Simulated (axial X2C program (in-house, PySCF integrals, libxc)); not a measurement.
# Levels of GeCl by electron attachment to GeCl⁺ (EOM-EA-CCSD)

Computed with an in-house all-electron X2C program for linear molecules (integrals from PySCF): two-component X2C with atomic mean-field Coulomb and Gaunt terms, Gaussian nuclei, basis Ge dyall-acv3z, Cl dyall-av3z with contracted cores.

R = 2.182 Å (near the PBE0 minimum at charge 0 of the determinant lowest at the starting distance; the state shown can have its own minimum elsewhere).

Hartree–Fock spinors of GeCl⁺ (one of each Kramers pair; a window near the gap, which can cut inner shells):

```
  ω  occupied  ε (eV)                     character
1/2       yes  -24.42   54% Ge s, 34% Cl p, 6% Cl s
1/2       yes  -18.83    82% Cl p, 7% Ge p, 5% Ge d
3/2       yes  -18.73    84% Cl p, 6% Ge p, 5% Ge d
1/2       yes  -18.56  46% Cl p, 29% Ge p, 19% Ge s
1/2        no   -6.60    80% Ge p, 8% Cl d, 6% Cl p
3/2        no   -6.49    80% Ge p, 8% Cl d, 6% Cl p
1/2        no   -3.50   55% Ge p, 19% Ge d, 9% Cl p
1/2        no   -2.80    81% Ge s, 8% Ge d, 6% Cl s
1/2        no   -1.94             92% Ge p, 6% Cl p
3/2        no   -1.93             92% Ge p, 6% Cl p
```

Levels of GeCl obtained by attaching an electron to GeCl⁺:

| Ω | binding energy (eV) | above lowest (cm⁻¹) | attached spinor | one-particle weight |
| --- | --- | --- | --- | --- |
| 1/2 | 7.358 | 0 | 80% Ge pπ, 8% Cl dπ, 6% Cl pπ | 0.95 |
| 3/2 | 7.247 | 894 | 80% Ge pπ, 8% Cl dπ, 6% Cl pπ | 0.96 |
| 1/2 | 4.331 | 24415 | 52% Ge pσ, 20% Ge dσ, 11% Cl pσ | 0.96 |
| 1/2 | 3.099 | 34350 | 82% Ge sσ, 6% Cl sσ, 6% Ge dσ | 0.98 |
| 1/2 | 2.089 | 42493 | 89% Ge pπ, 8% Cl pπ | 0.99 |
| 3/2 | 2.074 | 42619 | 91% Ge pπ, 7% Cl pπ | 0.99 |

**Question.** What is the splitting of the first π pair in the table, and is it regular or inverted?

**Answer.** E(3/2) − E(1/2) = 894 − 0 = 894 cm⁻¹ at EOM-EA-CCSD: regular, Ω = 1/2 lower. Splittings at this level can be off by ten to twenty per cent.

This point took 14 s on 1 thread of Intel(R) Xeon(R) Processor @ 2.30GHz, with other jobs on the host.

Reference electrons by ω block (each with its −ω partner): 1/2: 17, 3/2: 6, 5/2: 1. 10 electrons of GeCl⁺ correlated (inner shells frozen), 92 natural virtual spinors (a truncated set); levels can be off by some tenths of an eV. Roots sought by Ω: (1/2: 5, 3/2: 4, 5/2: 2, 7/2: 1); the list ends where they run out and leaves out roots under 60 % one-particle weight. The solver can skip a root, and states that need a further excitation, which the method places far too high, are missing though they may lie low or lowest. T1 of the reference 0.022 (Lee–Taylor). The reference was not checked to be the lowest state of its species. Number of frozen shells: Ge 3 s, 2 p, 1 d; Cl 2 s, 1 p.
